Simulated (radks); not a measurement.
Ir II, 76 electrons, occupied as [Xe] 4f14 5d6 6s2 (not the ground configuration). All-electron calculation, Dirac Kohn-Sham, BLYP, spin-unpolarised, spherical densities, point nucleus; open shells are shared between the two j in proportion to 2j + 1. Program: a radial shooting solver on a logarithmic mesh with Libxc functionals.

Radial electron density D(r) = 4 pi r^2 rho(r):

| r (bohr) | D(r) (e/bohr) |
|---|---|
| 0.0007612 | 6.271 |
| 0.001023 | 9.824 |
| 0.001387 | 15.35 |
| 0.00188 | 23.51 |
| 0.002527 | 34.70 |
| 0.003425 | 49.94 |
| 0.004605 | 67.93 |
| 0.006241 | 87.45 |
| 0.008391 | 103.2 |
| 0.01137 | 110.6 |
| 0.01541 | 106.8 |
| 0.02072 | 98.86 |
| 0.02808 | 101.9 |
| 0.03776 | 122.8 |
| 0.05117 | 141.8 |
| 0.06935 | 130.2 |
| 0.09324 | 111.3 |
| 0.1264 | 124.8 |
| 0.1699 | 125.9 |
| 0.2303 | 82.48 |
| 0.3121 | 74.20 |
| 0.4195 | 82.41 |
| 0.5686 | 51.39 |
| 0.7645 | 26.06 |
| 1.036 | 17.33 |
| 1.393 | 9.987 |
| 1.888 | 4.613 |
| 2.559 | 2.026 |
| 3.44 | 0.6749 |
| 4.662 | 0.1151 |
| 6.268 | 0.008221 |
| 8.495 | 0.0001569 |

D(r) has 4 maxima, at r = 0.0118, 0.0537, 0.149, 0.390 bohr, and minima at 0.0232, 0.0963, 0.277 bohr, inside which lie 2.03, 11.09, 29.97 electrons.
